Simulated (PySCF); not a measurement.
# NMR data sheet: C₄H₉FSi

- Formula: C4H9FSi
- SMILES: C[C@@H]1[SiH2]C[C@@H]1F
- Point group of the computed structure: C1
- Degrees of unsaturation: 1
- Carbon signals: 4
- Proton signals: 7

Mapped SMILES: `[CH3:1][C@@H:2]1[SiH2:3][CH2:4][C@@H:5]1[F:6]`. Hydrogens are named by the atom that carries them. Ha(Si3), Ha(C4) are cis to C1 on the ring; Hb(Si3), Hb(C4) are trans to C1 on the ring.

Calculated, not measured (PySCF 2.14): geometry from GFN2-xTB, PBE0/pcSseg-1 with gauge-including orbitals. A single conformation, fast rotation and ring inversion assumed for equivalent nuclei, no solvent model, relativity neglected.

δ = σ(ref) − σ, references computed at the same level: $^{1}$H (σref 31.72), $^{13}$C (σref 186.93), $^{29}$Si (σref 349.16) against TMS; $^{19}$F (σref 170.95) against CFCl3.

| carbon | δC, type | δH (multiplicity) | HMBC from (2–3 bonds) | span of the C tensor (ppm) |
| --- | --- | --- | --- | --- |
| C1 | 12.7, CH3 | 1.39 (d) | H(C5), Hb(Si3), Ha(Si3), H(C2) | 15 |
| C2 | 30.6, CH | 2.17 (m) | H(C5), Hb(Si3), Ha(Si3), Ha(C4), Hb(C4), H(C1) | 48 |
| C4 | 19.9, CH2 | Ha(C4) 2.02 (m); Hb(C4) 2.00 (m) | H(C5), Hb(Si3), Ha(Si3), H(C2) | 60 |
| C5 | 90.5, CH | 5.28 (m) | Hb(Si3), Ha(Si3), H(C2), Ha(C4), Hb(C4), H(C1) | 85 |

Other nuclei:
```
  atoms    nucleus                                                environment  δ (ppm)  σ (ppm)
Hb(Si3)    $^{1}$H  hydrogen on a silicon bonded to 2 C, in a 4-membered ring     4.29    27.43
Ha(Si3)    $^{1}$H  hydrogen on a silicon bonded to 2 C, in a 4-membered ring     4.14    27.58
     F6   $^{19}$F                                  fluorine on an sp3 carbon   -187.8    358.7
    Si3  $^{29}$Si           silicon bonded to 2 C, 2 H, in a 4-membered ring    -55.8    405.0
```

1. Carbon types of the structure: 2 × CH, 1 × CH2, 1 × CH3, leaving 2 H on heteroatoms.
2. δC 90.5: sp3 CH bonded to F; pulled downfield by the heteroatom.
3. δC 30.6: sp3 CH bonded to Si.
4. δC 12.7: methyl carbon; a saturated carbon with 1 carbon neighbour and no heteroatom attached.
5. δH 5.28: hydrogen on an sp3 CH bonded to F; its carbon carries F, hence the downfield position.
6. δH 1.39: hydrogen on a methyl carbon.

Splittings by $^{19}$F in the carbon and heteronuclear signals aren't shown, as no couplings were computed. Shifts are as computed. Against solution values, carbons near 30 ppm lie about +3 ppm off and those near 130 ppm about +5 ppm. Of 1211 compounds with measured shifts, 218 miss one by over three times the rms of a fit or turn the order of signals round; such compounds aren't used in these exercises. Unscaled 19F shifts against computed CFCl3 carry errors that often reach 10 to 50 ppm. No couplings were computed; multiplicities are counted from neighbouring protons, with m where these are inequivalent, close in shift, in a saturated or five-membered ring or joined by F or P, and br s for small geminal =CH2 splittings.
